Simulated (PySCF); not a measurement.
Mo(O)2(Cl)(SH) (ClHMoO₂S), SMILES [O]=[Mo](=[O])([SH])[Cl], multiplicity 1.

Geometry optimised at PBE0-D3(BJ)/def2-SVP. The multiplicity is an assumed one; no other spin state was optimised. The structure was generated by enumeration; whether it is a known compound was not checked. The def2 effective core potentials stand for the cores of Mo; spin–orbit coupling is left out. Other conformers were not sampled.

Two levels are set side by side: TDA-PBE/def2-SVPD (PySCF) and TDA-M06-2X/def2-SVPD (PySCF). Vertical, same geometry. The lowest singlet is HOMO→LUMO+1 96 % with PBE and HOMO→LUMO 73 % with the other functional; states are paired by order. Differences are taken from unrounded values.

```csv
quantity,TDA-M06-2X
lowest singlet excitation (eV),4.24
lowest triplet excitation (TDA) (eV),3.42
first bright state (f over 0.05) (eV),4.24
its oscillator strength,0.06
```

Task: What does TDA-PBE give, and how far is it from TDA-M06-2X? (Estimate from the structure and the level; the computed values follow.)

Result: 
```tsv
quantity	TDA-PBE	TDA-PBE minus TDA-M06-2X
lowest singlet excitation (eV)	3.72	-0.52
lowest triplet excitation (TDA) (eV)	3.02	-0.40
first bright state (f over 0.05) (eV)	3.97	-0.27
its oscillator strength	0.06	0.01
```

A lower first singlet is the usual sign of a functional without exact exchange. Differences between two approximate levels are no errors against the true value.

Rough cost on one machine, each run with all the roots and properties that it gave: TDA-M06-2X against TDA-PBE about 10 times.
